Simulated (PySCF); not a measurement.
## Bond length, frequency and bond energy of InSb⁻ by level of theory

State: ²Π (doublet), unpaired electrons π ↑. Set-up: PySCF, scalar-relativistic core potentials, basis sets In def2-TZVPPD with ECP28, Sb def2-TZVPPD with ECP28. De refers to In + Sb⁻ in their high-spin ground configurations, without counterpoise correction. The functionals are run spin-unrestricted. A positive dipole points towards Sb; it is taken about the centre of mass and depends on that origin. Levels whose curve was spin-contaminated or gave no clean fit are not listed.

| Level | Re (Å) | ωe (cm⁻¹) | De (eV) | μ (D) | CPU s a point (SCF and correlation, without the integrals) |
| --- | --- | --- | --- | --- | --- |
| ROHF-MP2 | 2.706 | 192 | n/a | n/a | 5.6 |
| ROHF-SCS-MP2 | 2.723 | 188 | n/a | n/a | n/a |
| LDA | 2.715 | 183 | 3.26 | -1.02 | 2.8 |
| PBE | 2.778 | 171 | n/a | -1.22 | 5.2 |
| revPBE | 2.797 | 167 | n/a | -1.29 | 1.9 |
| BP86 | 2.778 | 170 | 2.67 | -1.26 | 2 |
| r²SCAN | 2.746 | 180 | n/a | -1.23 | 4.4 |
| M06-L | 2.790 | 171 | 2.79 | -1.27 | 4.2 |
| B3LYP | 2.773 | 174 | 2.49 | -1.48 | 6.1 |
| PBE0 | 2.741 | 183 | n/a | -1.39 | 6.9 |
| LC-ωPBE | 2.679 | 202 | n/a | -1.62 | 12 |

Question: What does a quarter of exact exchange do here, going from PBE to PBE0?

Answer: PBE0 less PBE: -3.7 pm in Re, +7.0 % in ωe. Exact exchange removes part of the self-interaction that spreads semilocal densities, and in most molecules shortens and stiffens the bond and lowers De; so it does here.

Question: What does the step from GGA to meta-GGA do here, going from PBE to r²SCAN?

Answer: r²SCAN less PBE: -3.2 pm in Re, +5.3 % in ωe. 

Question: What does the gradient correction do here, going from LDA to PBE?

Answer: PBE less LDA: +6.3 pm in Re, -6.6 % in ωe. The gradient correction favours the more uneven density of free atoms, so it tends to lengthen bonds and takes away much of the overbinding of LDA; so it does here.

Correlated steps freeze 8 core orbitals. These are scalar-relativistic numbers at best; spin–orbit coupling would shift them, the dissociation energy most. For an ion De counts to the pair picked by the measured ionisation energies or electron affinities, which need not be the lowest pair at this level. Counting both spins, an empty level lies below a filled one in some of these solutions, because spin and occupation are held. The highest Kohn–Sham level is positive in this anion. Much of that is self-interaction error, but it also means that the finite basis helps to hold the extra electron. The state is the lowest determinant that a PBE0 search found; another state may lie lower at other levels.

The whole job (state search and all levels along the bond) took about 22 min on 2 threads of Arm Neoverse V1 (shared host), peak memory 4.6 GiB.
